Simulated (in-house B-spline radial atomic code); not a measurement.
Successive ionisation energies of erbium; each step leads to the configuration of the next row (after the last: bare). NIST's values go from ground level to ground level; the uncertainty of those that are theory runs from under 0.1 % in few-electron ions to several per cent in heavy many-electron ones. Computed with a radial B-spline atomic code at the basis-set limit: non-relativistic Hartree-Fock, average of the configuration, point nuclei.

This level leaves out relativity, spin-orbit splitting included, which matters for heavy ions.

```
  ion  configuration  ionisation energy (eV)  tabulated value (eV)    tabulated kind  computed minus tabulated (eV)  highest orbital  largest mean radius (bohr)
Er56+       [Ne] 3s2                  5351.6                  5695  tabulated theory                           -343               3s                     0.21847
Er57+       [Ne] 3s1                  5463.4                  5815  tabulated theory                           -352               3s                      0.2175
Er58+   [He] 2s2 2p6                       ?                     ?  tabulated theory                              ?                ?                           ?
Er59+   [He] 2s2 2p5                 13117.3                 13217  tabulated theory                           -100               2p                    0.092301
Er60+   [He] 2s2 2p4                 13418.8                 13548  tabulated theory                           -129               2p                    0.091885
Er61+   [He] 2s2 2p3                 13723.2                 13855  tabulated theory                           -132               2p                    0.091472
Er62+   [He] 2s2 2p2                 14030.3                 15146  tabulated theory                          -1116               2p                    0.091062
Er63+   [He] 2s2 2p1                 14340.2                 15511  tabulated theory                          -1171               2p                    0.090655
Er64+       [He] 2s2                 14726.1                 15971  tabulated theory                          -1245               2s                    0.090252
Er65+       [He] 2s1                       ?                     ?  tabulated theory                              ?                ?                           ?
Er66+            1s2                       ?                     ?  tabulated theory                              ?                ?                           ?
Er67+            1s1                 62912.7              67241.48  tabulated theory                          -4329               1s                    0.022059
```

Q: Fill in the row of Er58+.

A: ionisation energy (eV): 12818.6; tabulated value (eV): 12918; computed minus tabulated (eV): -99; highest orbital: 2p; largest mean radius (bohr): 0.092721.

Q: Fill in the row of Er65+.

A: ionisation energy (eV): 14998.7; tabulated value (eV): 16274.56; computed minus tabulated (eV): -1276; highest orbital: 2s; largest mean radius (bohr): 0.089879.

Q: Fill in the row of Er66+.

A: ionisation energy (eV): 61759.3; tabulated value (eV): 65848.24; computed minus tabulated (eV): -4089; highest orbital: 1s; largest mean radius (bohr): 0.022181.

Q: Where is the largest jump?

A: From Er65+ to Er66+, by a factor of 4.12 (14999 to 61759 eV); the highest orbital goes from 2s to 1s.
